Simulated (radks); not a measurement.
Question: Species: W3+. Configuration: [Xe] 4f14 5d1 6p2 (not the ground configuration). All-electron calculation, Dirac Kohn-Sham, PBEsol, spin-unpolarised, spherical densities, point nucleus; open shells are shared between the two j in proportion to 2j + 1. Program: a radial shooting solver on a logarithmic mesh with Libxc functionals. Some entries of the table are withheld. Estimate them.

orbital      occ.  eigenvalue (hartree)  <1/r> (bohr^-1)  r(max) (bohr)
1s1/2           2             -2550.904            87.10        0.01145
2s1/2           2             -441.1903            21.19        0.06588
2p1/2           2             -421.9606            21.15        0.04897
2p3/2           4             -372.2718            17.77        0.05581
3s1/2           2             -102.7025            7.776         0.1856
3p1/2           2                   (1)            7.691         0.1737
3p3/2           4                   (2)            6.815         0.1878
3d3/2           4             -68.99317            6.710         0.1470
3d5/2           6             -66.65606            6.503         0.1509
4s1/2           2             -22.31837            3.269         0.4211
4p1/2           2             -18.77103            3.158         0.4208
4p3/2           4             -16.27829            2.853         0.4505
4d3/2           4             -10.45415            2.638         0.4471
4d5/2           6              -9.99492            2.565         0.4565
5s1/2           2              -4.31740            1.278         0.9605
5p1/2           2              -3.24693              (3)            (4)
5p3/2           4              -2.86437              (5)            (6)
4f5/2           6              -2.70292            2.106         0.4259
4f7/2           8              -2.62029            2.076         0.4309
5d3/2         0.4              -1.42862           0.7908          1.364
5d5/2         0.6              -1.38719           0.7703          1.397
6p1/2    0.666667              -0.94239              (7)          2.619
6p3/2     1.33333              -0.87925              (8)          2.791

Answer: 
(1) 3p1/2 eigenvalue (hartree): -94.14340
(2) 3p3/2 eigenvalue (hartree): -83.39944
(3) 5p1/2 <1/r> (bohr^-1): 1.157
(4) 5p1/2 r(max) (bohr): 1.027
(5) 5p3/2 <1/r> (bohr^-1): 1.056
(6) 5p3/2 r(max) (bohr): 1.107
(7) 6p1/2 <1/r> (bohr^-1): 0.4508
(8) 6p3/2 <1/r> (bohr^-1): 0.4235
